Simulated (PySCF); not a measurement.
C3H9FSi.

```xyz
14

C      1.7732    -1.5440     0.0010
C      1.0882    -0.3875    -0.7422
Si    -0.2126     0.5068     0.2721
C     -1.6308    -0.6126     0.7544
F     -0.8145     1.7255    -0.6439
H      2.5441    -2.0272    -0.6202
H      1.0520    -2.3255     0.2913
H      2.2679    -1.1970     0.9234
H      1.8361     0.3567    -1.0687
H      0.6053    -0.7539    -1.6660
H      0.3999     1.1357     1.4783
H     -1.2809    -1.4232     1.4146
H     -2.4142    -0.0544     1.2912
H     -2.0873    -1.0723    -0.1373
```
Charge 0, spin multiplicity 1.

Coordinates come from a B3LYP-D3(BJ)/def2-SVP optimisation. The structure was generated by enumeration; whether it is a known compound was not checked. One conformer was computed; it need not be the lowest.

Calculation: PBE/pcSseg-1 (PySCF). Non-relativistic, no solvent.

Computed absolute GIAO shielding of each atom: isotropic value and principal components (ppm):
```tsv
atom	σ(iso)	σ11	σ22	σ33	span
C1	172.8	164.8	170.9	182.8	18.0
C2	168.1	159.3	168.1	177.0	17.7
Si3	302.5	245.3	307.9	354.4	109.1
C4	182.3	174.6	182.8	189.6	14.9
F5	357.7	344.7	356.0	372.3	27.6
H6	29.9	25.2	27.4	37.1	11.9
H7	30.6	25.8	30.0	36.0	10.2
H8	30.4	26.4	28.4	36.5	10.1
H9	30.2	25.6	28.9	36.2	10.6
H10	30.4	26.8	28.9	35.6	8.8
H11	26.0	23.3	24.2	30.3	7.0
H12	31.1	26.7	29.7	37.0	10.3
H13	30.7	26.7	27.7	37.6	10.8
H14	31.0	27.2	28.7	36.9	9.7
```
